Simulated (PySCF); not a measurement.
The free ion Ni6+ in its d4 configuration.

Method (PySCF 2.14, density fitting): CASSCF(4,5) with orbitals averaged over all microstates of the shell, strongly contracted NEVPT2 on the averaged canonical orbitals; basis x2c-TZVPall; spin-free X2C; gas phase; spin-orbit coupling by state interaction with the mean-field operator over all roots.

(1) Which term lies lowest, and with what spin?

(2) Which is the lowest state of another spin?

(3) What magnetic behaviour follows?

The job took 6 s on one thread of Arm Neoverse V1 (shared host), with 48 basis functions, launched as `OMP_NUM_THREADS=1 python lf_run.py task.json out`.

## Answers

(1) 5D (S = 2, orbital degeneracy 5), by NEVPT2.

(2) 3H at 32797 cm⁻¹ by NEVPT2; CASSCF alone puts it at 32797 cm⁻¹ above the same ground state.

(3) The lowest spin-orbit level is 1-fold with J = 0; the next lies at 278.0 cm⁻¹. μeff is 2.70 μB at 300 K and 0.55 μB at 10 K; the free-ion value g_J√(J(J+1)) for the Hund's-rule level J = 0 is 0.00 μB.
